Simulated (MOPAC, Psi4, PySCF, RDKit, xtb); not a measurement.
Two geometries of C₅H₃NSSe, SMILES C(c1sc([SeH])cc1)#N, relaxed at B3LYP-D3(BJ)/def2-SVP with one dihedral held; other torsions can differ between them too.

Structure A

```
11

N      3.4997     1.4907    -0.2163
C      2.4492     0.9954    -0.1577
C      1.1668     0.3984    -0.0899
C      0.8556    -0.9317     0.1266
C     -0.5412    -1.1759     0.1578
C     -1.2875    -0.0326    -0.0503
Se    -3.1826     0.1814    -0.0490
S     -0.2817     1.3594    -0.2908
H      1.6181    -1.6975     0.2702
H     -0.9846    -2.1546     0.3410
H     -3.4327    -1.1749    -0.5740
```

Structure B

```
11

N      3.5015     1.4494    -0.2814
C      2.4472     0.9675    -0.1888
C      1.1594     0.3897    -0.0757
C      0.8350    -0.9347     0.1525
C     -0.5648    -1.1682     0.1655
C     -1.3001    -0.0183    -0.0433
Se    -3.2003     0.0940    -0.0213
S     -0.2823     1.3698    -0.2480
H      1.5900    -1.7096     0.2860
H     -1.0168    -2.1503     0.3062
H     -3.2665     1.2648    -0.9181
```

**Question.** Which is lower in energy at the level DF-MP2 (frozen core)/cc-pVTZ // B3LYP-D3(BJ)/def2-SVP in Psi4, and by how much?

**Answer.** B is lower, by 1.77 kJ/mol (dihedral S8–C6–Se7–H11: 150° in A, 30° in B).

E(B) − E(A) in kJ/mol at the other levels, on the same two geometries: B3LYP/def2-SVP // B3LYP-D3(BJ)/def2-SVP (Psi4) -2.42; B3LYP-D3(BJ)/def2-SVP (Psi4) -2.60; PBE/def2-SVP // B3LYP-D3(BJ)/def2-SVP (Psi4) -2.42; PBE-D3(BJ)/def2-SVP // B3LYP-D3(BJ)/def2-SVP (Psi4) -2.49; HF/cc-pVTZ // B3LYP-D3(BJ)/def2-SVP (Psi4) -2.96; UFF // B3LYP-D3(BJ)/def2-SVP (RDKit) -2.65; PM6, restricted, heats of formation // B3LYP-D3(BJ)/def2-SVP (MOPAC) -1.55; PM7, restricted, heats of formation // B3LYP-D3(BJ)/def2-SVP (MOPAC) -4.12; GFN1-xTB // B3LYP-D3(BJ)/def2-SVP (xtb) -1.06; restricted B3LYP/6-31G*, spherical d, density fitting // B3LYP-D3(BJ)/def2-SVP (PySCF) -2.33; restricted Hartree-Fock/STO-3G // B3LYP-D3(BJ)/def2-SVP (PySCF) -0.53; restricted MP2 (frozen core)/3-21G // B3LYP-D3(BJ)/def2-SVP (PySCF) -0.65; restricted Hartree-Fock/3-21G, density fitting // B3LYP-D3(BJ)/def2-SVP (PySCF) -1.53.
